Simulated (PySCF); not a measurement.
AsF₃, charge +1, multiplicity 2. Atoms are numbered in the order given.

```xyz
4

F      1.3435    -0.7757    -0.3455
As     0.0000     0.0000     0.2827
F      0.0000     1.5514    -0.3455
F     -1.3435    -0.7757    -0.3455
```
Charge +1, spin multiplicity 2.

Geometry optimised at PBE0-D3(BJ)/def2-SVP. The multiplicity is an assumed one; other spin states were not compared.

These are r2SCAN/def2-TZVPD run with PySCF values and carry that method's errors.

Mulliken values depend strongly on the basis, most of all with diffuse functions as here. ESP charges are fitted to the potential on shells at 1.4 to 2.0 van der Waals radii. Atomic charges (e):

```json
[
 {"atom": "F1", "meta-Löwdin": "-0.31", "ESP fit": "-0.07", "Mulliken": "-0.17", "Mulliken spin": "0.14"},
 {"atom": "As2", "meta-Löwdin": "1.93", "ESP fit": "1.20", "Mulliken": "1.50", "Mulliken spin": "0.59"},
 {"atom": "F3", "meta-Löwdin": "-0.31", "ESP fit": "-0.07", "Mulliken": "-0.17", "Mulliken spin": "0.14"},
 {"atom": "F4", "meta-Löwdin": "-0.31", "ESP fit": "-0.07", "Mulliken": "-0.17", "Mulliken spin": "0.14"}
]
```
